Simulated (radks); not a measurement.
Results of a calculation; reference values are marked as such.
Q: These are the eigenvalues of the occupied orbitals of an atom or ion with whole-number occupations (hartree). Level of theory: scalar-relativistic Kohn-Sham, Slater X-alpha with alpha = 0.667, spin-polarised, spherical densities, point nucleus (a radial shooting solver on a logarithmic mesh with Libxc functionals).

1s up: -324.5435
1s down: -324.5423
2s down: -38.91442
2s up: -38.91147
2p down: -33.62151
2p up: -33.61943
3s down: -4.14764
3s up: -4.14345
3p down: -2.59951
3p up: -2.59627
4s up: -0.16495
3d up: -0.15165
3d down: -0.14495

Which element is it, and in what charge state? The configuration may be excited. Open shells, if any, are filled with parallel spins first.

A: Z = 29, copper, charge 0: Cu in [Ar] 3d10 4s1. The list shows which subshells hold electrons but not how many an open one holds; the 1s level, -324.54 hartree, gives Z - s = 25.5 by -(Z - s)^2/2, which with screening and relativity narrows Z to a few neighbours, and the depths of the outer levels then fix element, charge and occupations together.
